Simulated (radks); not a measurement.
The numbers below are computed, except where a source is named.
Trend from Mg to Ar: ionisation energy by Delta-SCF between NIST ground configurations, and size. Code: a radial shooting solver on a logarithmic mesh with Libxc functionals. Model: scalar-relativistic Kohn-Sham, PBE, spin-polarised, spherical densities, finite nucleus; open shells are filled with parallel spins first; Fermi nuclear charge, rms radius of each element as measured or else 0.836 A^(1/3) + 0.57 fm.

species  configuration  configuration of the ion  IE (eV)  NIST (eV)  kind  -e(HOMO) (eV)  outermost  <r> outermost (bohr)  r at 0.001 e/bohr^3 (bohr)
Mg            [Ne] 3s2                  [Ne] 3s1    7.623      7.646  exp.     4.705 (3s)         3s                  3.15                        4.52
Al        [Ne] 3s2 3p1                  [Ne] 3s2    5.954      5.986  exp.     3.010 (3p)         3p                  3.40                        4.54
Si        [Ne] 3s2 3p2              [Ne] 3s2 3p1    8.264      8.152  exp.     4.621 (3p)         3p                  2.75                        4.41
P         [Ne] 3s2 3p3              [Ne] 3s2 3p2   10.538     10.487  exp.     6.283 (3p)         3p                  2.33                        4.22
S         [Ne] 3s2 3p4              [Ne] 3s2 3p3   10.230     10.360  exp.     5.977 (3p)         3p                  2.12                        4.07
Cl        [Ne] 3s2 3p5              [Ne] 3s2 3p4   13.047     12.968  exp.     8.119 (3p)         3p                  1.86                        3.91
Ar                [Ar]              [Ne] 3s2 3p5   15.795     15.760  exp.    10.270 (3p)         3p                  1.66                        3.75

Reference values: NIST Atomic Spectra Database (exp. = measured, semi-emp. = semi-empirical, theory = theoretical value adopted there). Open shells are spherical and high-spin; term and fine-structure splittings are not resolved.
